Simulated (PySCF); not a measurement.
CH7O2PSi (SMILES C[Si](O)(O)P), singlet, at a GFN2-xTB geometry, atoms displaced at random by about 0.08 Å a coordinate; TPSS/STO-3G, gradient in PySCF.

PySCF was given this input:
```python
from pyscf import gto, scf, dft

mol = gto.Mole()
mol.atom = '''
    C     2.10256875    0.11884052   -0.57989978
    Si    0.24665604    0.30372972    0.31486317
    O    -0.37398763    1.63132121   -0.40026800
    O     0.49694652    0.18281163    1.85832132
    P    -1.46385133   -1.17292902   -0.60276435
    H     2.33562119   -0.81511054   -0.14393906
    H     2.05257187    0.15788126   -1.51792575
    H     2.78662165    0.61527394    0.00514606
    H    -0.12726876    2.38603164   -0.19403098
    H    -0.20950616    0.08374846    2.27955670
    H    -1.30589296   -0.98701410   -1.81280655
    H    -0.46069284   -2.29656374   -0.70042153
'''
mol.basis = 'sto-3g'
mol.verbose = 4
mol.build()

mf = dft.RKS(mol)
mf.xc = 'tpss'
mf.grids.level = 0
mf.kernel()
g = mf.nuc_grad_method()
g.grid_response = False
grad = g.kernel()
```

**Question.** What does PySCF print? Leave out banner, timings and long lists.

**Answer.** 
```
PySCF version 2.14.0

[INPUT] verbose = 4
[INPUT] num. atoms = 12
[INPUT] num. electrons = 58
[INPUT] charge = 0
[INPUT] spin (= nelec alpha-beta = 2S) = 0
[INPUT] symmetry False subgroup None
[INPUT] Mole.unit = angstrom
[INPUT] Symbol           X                Y                Z      unit          X                Y                Z       unit  Magmom
[...]
nuclear repulsion = 307.740285436271
number of shells = 26
number of NR pGTOs = 120
number of NR cGTOs = 40
basis = sto-3g
ecp = {}

******** <class 'pyscf.dft.rks.RKS'> ********
method = RKS
initial guess = minao
damping factor = 0
level_shift factor = 0
DIIS = <class 'pyscf.scf.diis.CDIIS'>
diis_start_cycle = 1
diis_space = 8
diis_damp = 0
SCF conv_tol = 1e-09
SCF conv_tol_grad = None
SCF max_cycles = 50
direct_scf = True
direct_scf_tol = 1e-13
XC library pyscf.dft.libxc version 7.1.2
    S. Lehtola, C. Steigemann, M. J. T. Oliveira, and M. A. L. Marques,  SoftwareX 7, 1–5 (2018)
XC functionals = tpss
    J. Tao, J. P. Perdew, V. N. Staroverov, and G. E. Scuseria,  Phys. Rev. Lett. 91, 146401 (2003)
    J. P. Perdew, J. Tao, V. N. Staroverov, and G. E. Scuseria,  J. Chem. Phys. 120, 6898 (2004)
    J. Tao, J. P. Perdew, V. N. Staroverov, and G. E. Scuseria,  Phys. Rev. Lett. 91, 146401 (2003)
    J. P. Perdew, J. Tao, V. N. Staroverov, and G. E. Scuseria,  J. Chem. Phys. 120, 6898 (2004)
radial grids:
    Treutler-Ahlrichs [JCP 102, 346 (1995); DOI:10.1063/1.469408] (M4) radial grids

becke partition: Becke, JCP 88, 2547 (1988); DOI:10.1063/1.454033
pruning grids: <function nwchem_prune>
grids dens level: 0
symmetrized grids: False
atomic radii adjust function: <function treutler_atomic_radii_adjust>
small_rho_cutoff = 0
Set gradient conv threshold to 3.16228e-05
Initial guess from minao.
tot grids = 10848
init E= -814.31763649486
[...]
cycle= 1 E= -813.572974561212  delta_E= 0.745  |g|= 0.789  |ddm|= 4.13
[...]
cycle= 2 E= -813.417650749348  delta_E= 0.155  |g|= 1.06  |ddm|= 2.74
[...]
cycle= 3 E= -813.782117481042  delta_E= -0.364  |g|= 0.109  |ddm|= 1.78
[...]
cycle= 4 E= -813.785712640126  delta_E= -0.0036  |g|= 0.0625  |ddm|= 0.328
[...]
cycle= 5 E= -813.787222622911  delta_E= -0.00151  |g|= 0.0109  |ddm|= 0.128
[...]
cycle= 6 E= -813.787260232571  delta_E= -3.76e-05  |g|= 0.00525  |ddm|= 0.028
[...]
cycle= 7 E= -813.787270166241  delta_E= -9.93e-06  |g|= 0.000623  |ddm|= 0.00954
[...]
cycle= 8 E= -813.787270363224  delta_E= -1.97e-07  |g|= 8.5e-05  |ddm|= 0.00166
[...]
cycle= 9 E= -813.787270367257  delta_E= -4.03e-09  |g|= 1.4e-05  |ddm|= 0.000234
[...]
cycle= 10 E= -813.787270367341  delta_E= -8.46e-11  |g|= 5.56e-06  |ddm|= 4.13e-05
[...]
Extra cycle  E= -813.787270367327  delta_E= 1.46e-11  |g|= 7.97e-06  |ddm|= 3.12e-05
converged SCF energy = -813.787270367327

******** <class 'pyscf.grad.rks.Gradients'> for <class 'pyscf.dft.rks.RKS'> ********
unit = Eh/Bohr
grid_response = False
--------------- RKS gradients ---------------
         x                y                z
0 C     0.0911006118     0.0318278112    -0.2171611550
1 Si    -0.0127283522     0.0318858448     0.1542512766
2 O     0.1179970515     0.2876253674     0.0745264517
3 O    -0.2697545814    -0.0351124689     0.0893477590
4 P    -0.0538268593     0.0489905730    -0.1441135366
5 H    -0.0058457062     0.0560458366     0.0141148249
6 H    -0.0037516507    -0.0121628044     0.1855577711
7 H    -0.0446705772    -0.0672012986    -0.0125639857
8 H    -0.1149646790    -0.3267901684    -0.0946707768
9 H     0.2824962600     0.0410246602    -0.1790901439
10 H    -0.0241128992    -0.0356111819     0.1381608815
11 H     0.0301411757    -0.0261548581    -0.0069366441
----------------------------------------------
```
